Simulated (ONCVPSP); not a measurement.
lead (Pb) ONCV: all-electron and pseudo phase curves

```
Element                 : Pb (Z = 82)
Generator               : ONCVPSP 4.0.1
Type                    : optimised norm-conserving Vanderbilt (ONCV)
Functional              : BLYP
Relativity              : fully relativistic
Frozen core             : [Xe] 4f14
Valence charge          : 14
Reference configuration : 5d10 6s2 6p1.5 (charge +0.5)
Partial waves           : 6s: rc 1.70 bohr, ncon 3, nbas 7, qcut 3.3 1/bohr, 2 projectors, debl 0.4 Ha; 6p: rc 1.95 bohr, ncon 5, nbas 9, qcut 4.3 1/bohr, 3 projectors, debl 1.4 Ha; 5d: rc 1.50 bohr, ncon 4, nbas 8, qcut 11.3 1/bohr, 1 projector
Local potential         : polynomial inside 1.00 bohr (lpopt 5, dvloc0 -1 Ha)
Core correction         : Teter function, fcfact 3.5, rcfact 1.55
```

Open shells are filled in proportion to 2j + 1.

In the s channel the program set the typed energies aside and used -0.564, 0.250 Ha.

The phase is arctan(r·R′/R) of the radial function R(r), unwrapped; energies in Ha, scanned from -2 to 5 Ha. A pole is an energy at which the radial function vanishes at the test radius. The pseudo phase is shifted by a multiple of π to meet the all-electron one at the reference energy, and phase errors are pseudo minus all-electron; the curves can meet again beyond the range given. Levels narrower than the energy grid can be missing from the lists of poles.

| channel | radius (bohr) | reference energy (Ha) | poles, all-electron | poles, pseudo | unbroken range about the reference energy with phases within 0.05 rad | phase error 1 Ha above the reference energy (rad) |
| --- | --- | --- | --- | --- | --- | --- |
| s | 1.72 | -0.56 | 3.77 | 1.63, 4.34 | below 1.5 | +0.000 |
| p3/2 | 1.97 | -0.22 | 3.55 | 3.55 | the whole range | +0.000 |
| p1/2 | 1.97 | -0.28 | 2.80 | 2.80 | the whole range | +0.000 |
| d5/2 | 1.53 | -0.86 | 0.70 | 0.67 | below 2.7 | -0.002 |
| d3/2 | 1.53 | -0.96 | 0.47 | 0.45 | below 2.6 | -0.002 |

Note: ghosts flagged at negative energy: s at -262.9 eV, p3/2 at -83.4 eV, p1/2 at -106.1 eV; GHOST(+) flagged for p3/2 at 346.0 eV. A true bound ghost makes a file unfit for plane-wave use.

Phases in the d3/2 channel:

| E (Ha) | all-electron | pseudo |
| --- | --- | --- |
| -1.98 | 0.139 | 0.131 |
| -1.80 | -0.171 | -0.178 |
| -1.62 | -0.484 | -0.488 |
| -1.44 | -0.749 | -0.751 |
| -1.26 | -0.951 | -0.952 |
| -1.08 | -1.099 | -1.099 |
| -0.90 | -1.210 | -1.210 |
| -0.72 | -1.293 | -1.294 |
| -0.54 | -1.359 | -1.359 |
| -0.36 | -1.412 | -1.413 |
| -0.18 | -1.456 | -1.457 |
| 0.00 | -1.493 | -1.495 |
| 0.18 | -1.525 | -1.528 |
| 0.36 | -1.554 | -1.557 |
| 0.54 | -1.580 | -1.584 |
| 0.72 | -1.604 | -1.609 |
| 0.90 | -1.626 | -1.633 |
| 1.08 | -1.647 | -1.656 |
| 1.26 | -1.668 | -1.678 |
| 1.44 | -1.689 | -1.701 |
| 1.62 | -1.710 | -1.724 |
| 1.80 | -1.731 | -1.749 |
| 1.98 | -1.752 | -1.775 |
| 2.16 | -1.775 | -1.803 |
| 2.34 | -1.800 | -1.835 |
| 2.52 | -1.827 | -1.871 |
| 2.70 | -1.856 | -1.912 |
| 2.88 | -1.889 | -1.962 |
| 3.06 | -1.927 | -2.023 |
| 3.24 | -1.971 | -2.099 |
| 3.42 | -2.024 | -2.199 |
| 3.60 | -2.087 | -2.332 |
| 3.78 | -2.165 | -2.513 |
| 3.96 | -2.263 | -2.755 |
| 4.14 | -2.388 | -3.057 |
| 4.32 | -2.549 | -3.379 |
| 4.50 | -2.752 | -3.664 |
| 4.68 | -2.993 | -3.884 |
| 4.86 | -3.254 | -4.047 |
